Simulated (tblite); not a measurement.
Compound: C8H11OP.
Numbering: `[CH2:1]=[CH:2][C:3](=[C:4]=[P:5]/[CH:6]=[CH:7]/[CH3:8])[O:9][CH3:10]` (hydrogens: H11, H12 on C1; H13 on C2; H14 on C6; H15 on C7; H16, H17, H18 on C8; H19, H20, H21 on C10)

Cartesian coordinates in Å at the GFN2-xTB level; atoms count from 1:
```
atom  x, y, z in Å
C1    -3.989    0.836   -0.554
C2    -2.674    1.013   -0.612
C3    -1.717   -0.076   -0.780
C4    -0.417    0.162   -0.796
P5     1.138    0.530   -1.148
C6     1.871    0.521    0.518
C7     3.163    0.769    0.712
C8     3.836    0.777    2.041
O9    -2.266   -1.328   -0.837
C10   -1.351   -2.375   -1.023
H11   -4.664    1.667   -0.439
H12   -4.421   -0.147   -0.621
H13   -2.230    1.996   -0.545
H14    1.212    0.303    1.349
H15    3.799    0.987   -0.137
H16    4.281    1.754    2.229
H17    4.642    0.042    2.056
H18    3.134    0.549    2.840
H19   -1.932   -3.295   -1.044
H20   -0.623   -2.411   -0.204
H21   -0.802   -2.258   -1.964
```

Level: GFN2-xTB in tblite, geometry and Hessian alike; calculated harmonic values, unscaled, isolated species. Errors from tens to a few hundred cm⁻¹ against measured bands are possible. One conformer, not necessarily the lowest.

Harmonic wavenumbers (cm⁻¹): 39.7, 44.3, 84.7, 92.1, 103.8, 148.4, 172.4, 180.0, 181.6, 205.8, 237.1, 300.6, 339.9, 397.8, 433.9, 472.9, 555.7, 677.5, 688.5, 692.5, 788.5, 882.3, 979.1, 983.7, 984.5, 1004.9, 1027.7, 1059.3, 1100.4, 1107.0, 1130.7, 1176.2, 1201.3, 1215.2, 1281.1, 1286.9, 1390.6, 1397.4, 1404.6, 1457.1, 1472.4, 1478.0, 1482.8, 1653.6, 1658.3, 1783.1, 2914.2, 2938.2, 2991.8, 3007.1, 3026.6, 3031.7, 3033.3, 3048.1, 3072.3, 3109.0, 3142.6.

A = 2116, B = 466.6, C = 433.7 MHz; mass 154.055 u (most abundant isotopes); point group C1, symmetry number 1.

Question: What is the zero-point energy?

Answer: ½Σν̃ = 35875 cm⁻¹ = 429.17 kJ/mol.

Question: Entropy at 350 K, 1 bar (ideal gas, RRHO, classical rotation)?

Answer: Translation 175.01, rotation 131.69, vibration 206.43: S = 513.1 J/(mol K).

Question: And Cp and H(350 K) − H(0)?

Answer: Cp = 214.37 J/(mol K), of which vibrations give 181.11 (their classical limit is 57 R = 473.9); H(350 K) − H(0) = 47.13 kJ/mol without the zero-point energy, 35.49 from vibrations.

Question: How do the functions run with temperature in this model?

Answer: 
```
T (K)  S (J/(mol K))  Cp (J/(mol K))  H − H(0) (kJ/mol)  G − H(0) (kJ/mol)  ln q(vib)
  100          324.9           105.0               6.84             -25.66       2.98
  200          412.7           150.9              19.75             -62.78       7.10
  300          481.8           193.1              36.94            -107.59      10.86
  500          599.5           271.5              83.73            -216.05      17.65
  800          745.8           350.0             177.97            -418.63      26.74
 1000          827.8           384.5             251.60            -576.16      32.21
```

q(vib) and H(0) count from the zero-point level.

Question: Which modes carry the vibrational entropy at 350 K?

Answer: 39.7 cm⁻¹: 23.40; 44.3 cm⁻¹: 22.49; 84.7 cm⁻¹: 17.13; 92.1 cm⁻¹: 16.44; 103.8 cm⁻¹: 15.46; 148.4 cm⁻¹: 12.55 J/(mol K); the other 51 give 98.97 together.

Hindered rotation and anharmonicity are outside this model. Other conformers, if any are populated, would add a mixing term that is left out. The structure is chiral; the term R ln 2 for an equal mix with its mirror image is left out.
